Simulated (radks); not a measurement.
The numbers below are computed, except where a source is named.
Ionisation of the scandium ion Sc2+, [Ar] 3d1, to [Ar] as the strength of local exchange is varied. Code: a radial shooting solver on a logarithmic mesh with Libxc functionals. Model: scalar-relativistic Kohn-Sham, Slater X-alpha exchange (alpha = 2/3 is LDA exchange), no correlation, spin-polarised, spherical densities, finite nucleus; open shells are filled with parallel spins first; Fermi nuclear charge, rms radius 3.5459 fm.

| alpha | E(Sc2+) (hartree) | exchange (hartree) | IE (eV) | -e of the level emptied (eV) | <r> of it (bohr) |
|---|---|---|---|---|---|
| 0.621 | -757.58104 | -32.63547 | 23.034 | 16.504 (3d) | 1.632 |
| 0.667 | -760.00285 | -35.14969 | 23.852 | 17.220 (3d) | 1.594 |
| 0.781 | -766.03347 | -41.43723 | 25.957 | 19.086 (3d) | 1.512 |
| 0.84 | -769.17061 | -44.72290 | 27.089 | 20.102 (3d) | 1.474 |
| 0.891 | -771.89117 | -47.58038 | 28.091 | 21.008 (3d) | 1.443 |
| 1.03 | -779.34730 | -55.44967 | 30.924 | 23.601 (3d) | 1.370 |

NIST Atomic Spectra Database: 24.757 eV (measured). The Delta-SCF value meets it near alpha = 0.72. Open shells are spherical and high-spin; term and fine-structure splittings are not resolved.
